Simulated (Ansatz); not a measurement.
`CCB(C)N` + H–F → `CB(N)F` + `CC`  (ligand exchange at a B–C bond)

Calculated with Ansatz (gas phase, PBE0-D4/def2-TZVP geometries, no zero-point term in ΔE). CCSD(T)/CBS is the MP2 limit (def2-TZVPP, def2-QZVPP) plus CCSD(T) − MP2 in def2-TZVPP, frozen cores. This one scheme is used for every species. DFT in def2-TZVPP. HSE06 is defined as in plane-wave codes. One conformer a species, not always the lowest.

```csv
level,ΔE (kJ/mol)
HSE06-D4,-144.9
MP2/def2-TZVPP,-142.0
```

(1) What does CCSD(T)/CBS give? (Estimate.)

Largest T1 diagnostic among the species: 0.011.

## Answers

(1) The calculation gave: -141.4 kJ/mol. The listed levels differ from it by -3.5, -0.6 kJ/mol.

The D4 term adds +11.0 kJ/mol with B3LYP and +6.4 kJ/mol with PBE0; it sums over pairs of atoms, weighted by their polarisabilities, and B3LYP, whose exchange is more repulsive, gets the larger term. At CCSD(T), def2-SVP lies −23.2 kJ/mol from the extrapolated value and def2-TZVPP −4.1 kJ/mol.

CCSD(T)/CBS has its own doubt, a few kJ/mol and more with outer-core shells, so smaller differences from it don't rank the levels.

B3LYP here is the variant with VWN-RPA as its local correlation; programs differ in this.
